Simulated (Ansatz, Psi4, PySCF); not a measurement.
F$_{3}$Te, doublet, geometry from GFN2-xTB (the spin is typed, not shown lowest) (all electrons, no relativity). Base run: B97M-V/STO-3G (PySCF).

PySCF was given this input:
```python
from pyscf import gto, scf, dft

mol = gto.M(
    atom='''
Te   -0.023031   -0.209987    0.253846
F    -1.856372   -0.224882   -0.590067
F     0.033905    1.304084   -0.929301
F     1.955536    0.134055    0.052703
''',
    basis='sto-3g',
    charge=0,
    spin=1,
    verbose=4,
)

mf = dft.UKS(mol)
mf.xc = 'b97m_v'
mf.kernel()
```

The same geometry, method and basis name were run in Ansatz (a quantum-chemistry and plane-wave program) and Psi4 and PySCF, at each program's defaults and at the settings that a row names. The base is PySCF at its defaults. Differences at the defaults can come from grids, fitting, cores and function types together.

| code and settings | ΔE vs base (mEh) | basis functions | E (Eh) | SCF cycles | dipole (D) |
|---|---|---|---|---|---|
| PySCF, defaults (exact integrals, its default grid, spherical functions) | 0.000 | 42 | -6843.93558 | 11 | 0.46 |
| Ansatz, defaults (factorised integrals, its default grid, spherical functions) | 0.056 | 42 | -6843.93553 | - | - |
| PySCF, fine grid | 0.063 | 42 | -6843.93552 | 11 | 0.46 |
| Psi4, exact integrals, spherical functions, fine grid | 0.137 | 42 | -6843.93545 | 12 | 0.46 |
| Ansatz, high accuracy | 0.068 | 42 | -6843.93552 | - | - |

Open shells are given as the SCF converged; they aren't shown to be the lowest states, and a large step between rows can be another state.
